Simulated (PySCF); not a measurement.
MoBr⁺ from Hartree–Fock to correlated methods

State: ⁵Π (quintet), unpaired electrons σ ↑, π ↑, δ ↑↑. Set-up: Mo def2-TZVPPD with ECP28, Br def2-TZVPPD; scalar-relativistic core potentials (PySCF 2.14). De refers to Mo⁺ (4d5) + Br in their high-spin ground configurations, without counterpoise correction. The functionals are run spin-unrestricted. A positive dipole points towards Br; it is taken about the centre of mass and depends on that origin.

```tsv
Level	Re (Å)	ωe (cm⁻¹)	De (eV)	μ (D)	CPU s a point (SCF and correlation, without the integrals)
ROHF	2.406	301	n/a	-8.58	2
ROHF-MP2	2.283	346	n/a	n/a	4.8
ROHF-SCS-MP2	2.306	335	n/a	n/a	n/a
PBE	2.324	312	2.95	-4.66	5.5
revPBE	2.336	305	2.72	-4.76	1.6
BLYP	2.348	304	2.90	-4.75	2.2
r²SCAN	2.328	313	2.74	-5.13	3.4
PBE0	2.323	316	2.40	-5.46	5.4
r²SCAN0	2.326	316	2.27	-5.71	5.6
M06	2.325	314	2.31	-5.34	5.5
M06-2X	2.326	318	2.42	-5.96	6.5
ωB97X-V	2.319	330	2.31	-6.21	11
```

The bond length runs from 2.283 Å (ROHF-MP2) to 2.406 Å (ROHF). De spans 2.27 eV (r²SCAN0, hybrid meta-GGA) to 2.95 eV (PBE, GGA).

Correlated steps freeze 9 core orbitals. The metal atom is held in its measured ground configuration; semilocal functionals can put another filling of s and d lower by some tenths of an eV, and De to that atom would be smaller. These are scalar-relativistic numbers at best; spin–orbit coupling would shift them, the dissociation energy most. For an ion De counts to the pair picked by the measured ionisation energies or electron affinities, which need not be the lowest pair at this level. With d or f electrons several states lie close, and the lowest PBE0 determinant need not be the measured ground state.

The whole job (state search and all levels along the bond) took about 8.8 min on 2 threads of Arm Neoverse V2 (shared host), peak memory 4.3 GiB.
